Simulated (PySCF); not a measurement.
## Working out the ionisation energy of Ag⁺

Ag⁺ [Kr] 4d10 (1S) → Ag²⁺ [Kr] 4d9 (2D). Calculation: PySCF 2.14, in x2c-TZVPPall with one added diffuse shell each of s, p, d, f type (9s7p7d3f1g, 95 functions); scalar relativity by spin-free X2C-1e. Frozen: [Ar] 3d10. Energies in hartree (1 hartree = 27.21139 eV):

| part | Ag⁺ (lower) | Ag²⁺ (upper) |
| --- | --- | --- |
| UHF | -5312.578735 | -5311.854404 |
| MP2 opposite-spin | -0.426366 | -0.378127 |
| MP2 same-spin | -0.210424 | -0.179696 |

What does Hartree-Fock give?

(-5311.854404) − (-5312.578735) = 0.724331 hartree = 19.710 eV.

What do MP2 and SCS-MP2 (6/5 opposite-spin, 1/3 same-spin) give?

The opposite-spin parts differ by 1.313 eV and the same-spin parts by 0.836 eV. MP2: 19.710 + (1.313) + (0.836) = 21.859 eV. SCS-MP2: 19.710 + 1.2 × (1.313) + (0.836)/3 = 21.564 eV.

A first-order spin-orbit estimate adds -0.239 eV to MP2 (valence and next inner shell), giving 21.620 eV against 21.484 eV (measured; NIST Atomic Spectra Database, ionization energies).

What remains against the reference includes basis incompleteness, the frozen core and correlation beyond second order.
